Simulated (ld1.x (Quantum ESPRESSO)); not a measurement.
**Reading a pseudo-wave (scandium (Sc))**

Columns: radius, all-electron u(r) and pseudo u(r) of the 3s shell (level -70.40 eV) of scandium in the configuration [Ne] 3s2 3p6 3d1 4s0 4p0; PBE, scalar-relativistic, ultrasoft scheme, ld1.x (Quantum ESPRESSO) 7.5.

```csv
r (bohr),all-electron,pseudo
0.138,-0.2847,0.3311
0.275,-0.5188,0.6312
0.413,-0.0457,0.8799
0.550,0.4943,1.0563
0.688,0.8670,1.1548
0.825,1.0436,1.1759
0.963,1.0728,1.1307
1.100,1.0104,1.0367
1.238,0.9003,0.9124
1.375,0.7742,0.7787
1.513,0.6479,0.6487
1.650,0.5328,0.5328
1.788,0.4311,0.4311
1.925,0.3456,0.3456
2.062,0.2747,0.2747
2.200,0.2164,0.2164
2.338,0.1695,0.1695
2.475,0.1323,0.1323
2.613,0.1027,0.1027
2.750,0.0795,0.0795
2.888,0.0613,0.0613
3.025,0.0471,0.0471
3.162,0.0362,0.0362
3.300,0.0276,0.0276
3.438,0.0211,0.0211
3.575,0.0161,0.0161
```

Task: How many radial nodes do the two functions have?

Result: The all-electron 3s function has n − l − 1 = 2 (the table is too coarse to show those close to the nucleus); the pseudo-wave has 0, since the states of the same l below it are removed with the core.

Task: At about which radius was the pseudo-wave matched?

Result: 1.65 bohr, where the columns begin to agree (steps of 0.14 bohr).

Task: Is the pseudo-wave norm-conserving?

Result: No, it belongs to an ultrasoft set: the norm inside the radius is not constrained, and the difference is carried by the augmentation charge.
